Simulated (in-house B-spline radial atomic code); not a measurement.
Configurations of Br⁶⁺, with energies counted from [Ar] 3d10 4s1. Level of theory: non-relativistic B97-1, spin-polarised, spherical fractional occupations, exact exchange averaged over the configuration, point nucleus; calculated with an all-electron radial atomic-structure program (B-spline basis). Shells without spins written out take the highest spin.

Occupations are held fixed; configurations that lie above the ionisation limit could autoionise.

```tsv
configuration	E - E(ref) (eV)	highest orbital	its <r> (bohr)
[Ar] 3d9 4s2	67.705	4s down	1.418
[Ar] 3d9 4s1 4p1	81.812	4p up	1.518
[Ar] 3d9 4s1 4d1	107.37	4d up	1.805
[Ar] 3d9 4s1 5p1	125.73	5p up	2.931
[Ar] 3d9 4s1 5d1	135.43	5d up	3.421
[Ne] 3s2 3p5 3d10 4s1 5d1	241.59	5d up	3.422
```

(1) Order these further configurations by energy, lowest first.
A. [Ar] 3d10 4f1
B. [Ar] 3d10 5d1
C. [Ne] 3s2 3p5 3d10 4s1 4d1
D. [Ar] 3d9 4s1 5f1
E. [Ne] 3s2 3p5 3d10 4s1 4f1

(2) How far above the reference does [Ne] 3s2 3p5 3d10 4s1 5s1 lie?

Results:

(1) A (58.876 eV), B (64.694 eV), D (144.53 eV), C (213.54 eV), E (235.1 eV).

(2) 225.73 eV; its least bound orbital is 5s up with <r> = 2.715 bohr.
